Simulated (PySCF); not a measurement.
Si(Cl)2(F)(SH) (Cl₂FHSSi), SMILES F[Si](S)(Cl)Cl. Atoms are numbered in the order given.

```xyz
6

F     -0.4665     0.4635     1.7461
Si    -0.0644     0.0608     0.2361
S      1.7746    -0.9888     0.1744
Cl    -1.5068    -1.1884    -0.4971
Cl    -0.0102     1.8183    -0.8192
H      2.4961     0.0896     0.5654
```

Coordinates come from a B3LYP-D3(BJ)/def2-SVP optimisation. This is a generated structure with no PubChem entry under its InChIKey; it may be hypothetical. Other conformers were not sampled.

Calculation: B3LYP-D3(BJ)/def2-SVP run with PySCF 2.14.0.

Frequencies are harmonic and unscaled.

Question: List the normal modes with their intensities. (Estimate from the structure and the level; the computed values follow.)

Answer: 
| mode | ν (cm⁻¹) | IR (km/mol) | Raman (Å⁴/amu) | depolarisation | moving atoms (share of kinetic energy) |
|---|---|---|---|---|---|
| 1 | 118 | 6.7 | 5.5 | 0.74 | H 37 %, Cl 32 %, F 17 %, S 12 % |
| 2 | 148 | 0.5 | 1.7 | 0.74 | Cl 51 %, S 29 %, F 14 % |
| 3 | 196 | 11.8 | 3.0 | 0.75 | H 56 %, Cl 27 %, S 13 % |
| 4 | 219 | 7.7 | 3.7 | 0.61 | Cl 36 %, Si 25 %, S 19 %, F 19 % |
| 5 | 259 | 16.3 | 2.0 | 0.67 | F 49 %, Cl 32 %, Si 9 % |
| 6 | 268 | 20.3 | 3.0 | 0.73 | F 49 %, Cl 21 %, S 20 %, Si 8 % |
| 7 | 437 | 4.4 | 14.0 | 0.03 | Cl 47 %, S 27 %, F 13 %, Si 11 % |
| 8 | 612 | 181.6 | 2.8 | 0.74 | Si 62 %, Cl 23 %, H 9 % |
| 9 | 616 | 201.8 | 2.3 | 0.72 | Si 64 %, Cl 23 %, S 11 % |
| 10 | 769 | 24.9 | 7.8 | 0.74 | H 81 %, Si 10 % |
| 11 | 922 | 133.9 | 1.4 | 0.13 | F 54 %, Si 45 % |
| 12 | 2662 | 0.6 | 136.3 | 0.30 | H 97 % |
